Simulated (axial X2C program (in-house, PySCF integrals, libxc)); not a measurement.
Nuclear properties of CCuO

Calculated with an in-house all-electron X2C program for linear molecules (integrals from PySCF): two-component X2C with atomic mean-field Coulomb and Gaunt terms, Gaussian nuclei, basis C dyall-v3z, Cu dyall-v3z, O dyall-av3z with contracted cores.

C–Cu–O held linear, with bonds 1.749 and 1.675 Å (a rough geometry, not the PBE0 minimum).

Input and command:
```json
{"zs": [6, 29, 8], "q": 0, "bas": ["dyall-v3z", "dyall-v3z", "dyall-av3z"], "r0": [1.82, 1.72], "symm": 0, "scan": ["PBE0", "HF", "r2SCAN"], "levels": ["PBE0", "HF", "BHandHLYP"], "nst": 2}
```
```bash
python solin.py task.json out
```

Keys: zs atomic numbers; q charge; bas basis sets; r0 starting distance in Å; symm equal bonds; scan levels of the two-bond scan; levels methods; nst determinants followed.

Determinant lowest in the PBE0 search, Ω = 7/2 (⟨Sz⟩ = 1.50, ⟨Lz⟩ = 2.00 at PBE0), spin on the atoms C 1.02, Cu 0.02, O 0.46:

```
    level  Eeff magnitude (GV/cm)  Ws magnitude Cu (kHz)  A∥/gI C (MHz)  qzz C (a.u.)  A∥/gI Cu (MHz)  qzz Cu (a.u.)  A∥/gI O (MHz)  qzz O (a.u.)  μ (D)
     PBE0                     1.2                  0.136           57.8         -0.36             252          -1.00            101         -1.09  -2.80
       HF                   0.763                 0.0841           50.7         -0.02             265          -0.42            103         -1.03  -1.03
BHandHLYP                    1.17                  0.134           56.6         -0.32             263          -1.25            110         -1.14  -2.73
```

Eeff is the effective electric field on the electron electric dipole moment in this Ω state and Ws the scalar–pseudoscalar constant of the nucleus named (defined with the proton number Z and per Ω); A∥ (defined per Ω) follows by multiplying with gI = μI/(I μN); qzz is the electric field gradient, eQq0 = 234.96 MHz × Q/barn × qzz; μ is positive if the O end (last atom) is positive. The operators were transformed with the bare-nucleus X2C matrices; with these basis sets, hyperfine constants and field gradients can be off by tens of per cent, and where levels differ in sign neither size nor sign is settled.

Task: With gI(13C) = 1.4048, gI(63Cu) = 1.4824, gI(17O) = -0.7575, Q(17O) = -0.02558 barn (g factors from the IAEA table of nuclear moments by Stone; Q from Pyykkö, Mol. Phys. 2018), turn the PBE0 values of the first state into constants in MHz.

Result: A∥(13C) = 57.8 × 1.4048 = 81.2 MHz; A∥(63Cu) = 252 × 1.4824 = 374 MHz; A∥(17O) = 101 × -0.7575 = -76.5 MHz; eQq0(17O) = 234.96 × (-0.02558) × (-1.09) = 6.55 MHz.

The molecule was held linear; bending was not examined, so a bent shape may lie lower.

Each state is one determinant with collinear spin, which with several unpaired electrons need not be a pure state. Unrestricted Hartree–Fock can overshoot spin polarisation at the nuclei. With several open shells hyperfine constants can be off by a factor of several. States lie within half an eV, so the first need not be the ground state. Further determinants of the search, some of them spin-mixed, are not shown. Where a field gradient or hyperfine factor spreads by more than a factor of two over the levels, a constant derived from it is not to be relied on.
